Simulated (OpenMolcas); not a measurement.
## Pr4+: ligand-field states by method

Pr4+ with 8 ligands (fluoride) in square antiprismatic coordination (D4d) at 2.41 Å, a polar angle of 60.2° against the regular 57.3°. A charge of +0.5 e stands 3.2 Å behind each ligand. Ligand basis ANO-RCC-VDZP.

```json
{
  "Program": "OpenMolcas 26.06",
  "Basis": "ANO-RCC-VDZP [7s6p4d2f1g]",
  "Scalar Hamiltonian": "DKH2, point nucleus",
  "Active space": "1 electron in 7 orbitals (4f)",
  "State averaging": "2S+1 = 2 odd, 7 roots",
  "Spin-orbit coupling": "RASSI with atomic mean-field integrals over the reference wave functions"
}
```

I. CASSCF
II. SS-CASPT2, IPEA 0.25 Eh, imaginary shift 0.1 Eh (closed shells correlated: 5s 5p and the ligand valence shells)

Spin-free states in cm-1, each column counted from its own energy of the first state listed:

```json
{"State": "2S+1 = 2", "Degeneracy": "2", "I": "0", "II": "0"}
{"State": "2S+1 = 2", "Degeneracy": "1", "I": "148", "II": "340"}
{"State": "2S+1 = 2", "Degeneracy": "2", "I": "706", "II": "840"}
{"State": "2S+1 = 2", "Degeneracy": "2", "I": "823", "II": "1090"}
```

With spin-orbit coupling the lowest J multiplet is 652 (I), 729 (II) cm-1 wide, a factor of 1.12 from I to II.

χT at 300 K: I 0.68, II 0.65 cm3 K/mol.

Over all roots computed the reference weight is 0.65 in II; a low but even weight reflects the number of correlated electrons. Splittings of an f shell from a small cluster at a set distance can be off by tens of per cent, mostly too small (holds for II). The distance lies 6 % over the 2.27 Å that this model takes as the normal distance (a Shannon-type radius plus a fixed donor radius); by an R⁻⁵ law this alone changes a d-shell field by about -26 %. No measured value stands beside these numbers; the geometry was imposed, not optimised, and the real ion may take another.

A state without a sure symmetry label is named by its multiplicity alone.
